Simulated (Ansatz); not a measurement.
Mulliken charges of CH6GeSSi (`[GeH3][SiH]1CS1`) from PBE/def2-TZVPP in Ansatz (PBE0-D4/def2-TZVP geometry).

```json
{"atom": "Ge1", "x (Å)": "-1.202", "y (Å)": "1.334", "z (Å)": "0.271", "charge (e)": "0.044"}
{"atom": "Si2", "x (Å)": "0.317", "y (Å)": "-0.157", "z (Å)": "-0.764", "charge (e)": "0.173"}
{"atom": "C3", "x (Å)": "1.281", "y (Å)": "-1.335", "z (Å)": "0.284", "charge (e)": "-0.198"}
{"atom": "S4", "x (Å)": "-0.085", "y (Å)": "-2.209", "z (Å)": "-0.614", "charge (e)": "-0.206"}
{"atom": "H5", "x (Å)": "-2.467", "y (Å)": "1.490", "z (Å)": "-0.587", "charge (e)": "0.002"}
{"atom": "H6", "x (Å)": "-1.585", "y (Å)": "0.761", "z (Å)": "1.642", "charge (e)": "0.006"}
{"atom": "H7", "x (Å)": "-0.565", "y (Å)": "2.722", "z (Å)": "0.459", "charge (e)": "-0.004"}
{"atom": "H8", "x (Å)": "0.963", "y (Å)": "0.314", "z (Å)": "-2.014", "charge (e)": "-0.053"}
{"atom": "H9", "x (Å)": "1.154", "y (Å)": "-1.330", "z (Å)": "1.362", "charge (e)": "0.118"}
{"atom": "H10", "x (Å)": "2.272", "y (Å)": "-1.642", "z (Å)": "-0.036", "charge (e)": "0.118"}
```

Task: By hand: the dipole of these point charges (1 e Å = 4.8032 D).

Result: Σ q r = (0.107, 0.380, 0.220) e Å, of length 0.452 e Å = 2.17 D.

Task: How does the dipole of the full density compare? (Estimate.)

Result: The calculation gave: (0.145, 0.286, 0.094) e Å, 1.60 D; the point charges give 1.36 times that, at 16° from its direction.

Point charges leave out the atoms' own dipoles, such as those of lone pairs, and Mulliken's split depends on the basis, so the two needn't agree.
